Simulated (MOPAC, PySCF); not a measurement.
H₅B₂N, SMILES `BBN`, neutral singlet in the gas phase. 

Cartesian coordinates (Å):
```xyz
8

B      1.3901    -0.2151     0.0200
B     -0.1448     0.3966     0.2128
N     -1.3568    -0.1333    -0.2166
H      2.0910     0.0952    -0.9046
H      1.9101    -0.9110     0.8493
H     -0.2047     1.4476     0.8099
H     -1.4451    -0.9982    -0.7218
H     -2.2397     0.3181    -0.0490
```
Charge 0, multiplicity 1.

All levels are single points at this geometry (PBE0-D3(BJ)/def2-TZVP); Pople sets use spherical d functions. Orbital energies aren't observables, and empty levels follow the basis.

PBE/6-31G* in PySCF gives gap (eV) = 4.12.

Task: Estimate the gap (eV) from each of these levels: PBE-D3(BJ)/def2-TZVP in PySCF; PBE0-D3(BJ)/def2-TZVP in PySCF; BP86/6-31G* in PySCF; AM1 in MOPAC; PM7 in MOPAC.

Result: 
```csv
level,gap (eV)
PBE-D3(BJ)/def2-TZVP in PySCF,3.99
PBE0-D3(BJ)/def2-TZVP in PySCF,6.33
BP86/6-31G* in PySCF,4.18
AM1 in MOPAC,11.71
PM7 in MOPAC,9.74
```
